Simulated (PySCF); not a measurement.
A mixed set of molecules. Level of theory: TDDFT CAM-B3LYP/def2-SVPD, vertical, gas phase, core orbitals frozen in the response (PySCF 2.14.0, density-fitted response routines). Geometries: GFN2-xTB; one conformer of each isolated species. Triplets are in the Tamm–Dancoff approximation. 'Strongest' means the level of largest summed f among the lowest 8 singlets; it needn't be the same kind of state in each.

Problem. Rank by computed energy of the strongest computed level, lowest first.
A. `C(N)CN[Si@H](N)F`
B. `C(C)[SiH2]S[SiH2]P`
C. `C[C@@H]([SiH3])S[SiH2]P`
D. `CS[C@H]([SiH3])[SiH2]P`
E. `CSC[SiH2][SiH2]P`

Solution. E (6.25 eV), D (6.45 eV), C (6.68 eV), B (6.86 eV), A (7.08 eV).

| SMILES | strongest (eV) | gap (eV) | first f ≥ 0.01 (nm) | HOMO (eV) | S1 (eV) | S1 mainly |
| --- | --- | --- | --- | --- | --- | --- |
| CSC[SiH2][SiH2]P | 6.25 | 7.99 | 208 | -7.60 | 5.10 | H→L (61%) |
| CS[C@H]([SiH3])[SiH2]P | 6.45 | 8.51 | 210 | -7.66 | 5.26 | H→L+2 (57%) |
| C[C@@H]([SiH3])S[SiH2]P | 6.68 | 8.83 | 211 | -8.15 | 5.39 | H→L (67%) |
| CC[SiH2]S[SiH2]P | 6.86 | 9.14 | 207 | -8.31 | 5.98 | H→L+1 (72%) |
| NCCN[Si@H](N)F | 7.08 | 9.07 | 187 | -8.13 | 6.01 | H→L (73%) |

H and L stand for HOMO and LUMO.

- `CSC[SiH2][SiH2]P`: Löwdin shares by element: HOMO sulfur 66%, carbon 20%; LUMO silicon 44%, sulfur 10%, phosphorus 10% (atoms not listed hold the other 36%).
- `CS[C@H]([SiH3])[SiH2]P`: Löwdin shares by element: HOMO sulfur 63%, carbon 21%, silicon 6% or more; LUMO silicon 28%, sulfur 14%, phosphorus 12% (atoms not listed hold the other 45%).
- `C[C@@H]([SiH3])S[SiH2]P`: Löwdin shares by element: HOMO sulfur 65%, silicon 9% or more, carbon 8% or more, phosphorus 5%; LUMO sulfur 22%, silicon 17% or more, phosphorus 15%, carbon 7% or more (atoms not listed hold the other 39%).
- `CC[SiH2]S[SiH2]P`: Löwdin shares by element: HOMO sulfur 54%, phosphorus 18%, silicon 17%; LUMO silicon 31%, sulfur 23%, phosphorus 11% (atoms not listed hold the other 34%).
- `NCCN[Si@H](N)F`: Löwdin shares by element: HOMO nitrogen 54% or more, carbon 23% (atoms not listed hold the other 23%); LUMO hydrogen 22% or more, silicon 19%, carbon 12% or more (atoms not listed hold the other 47%).

Without π bonds the low states are Rydberg-like; a valence basis with one diffuse set may place them up to an eV too high.
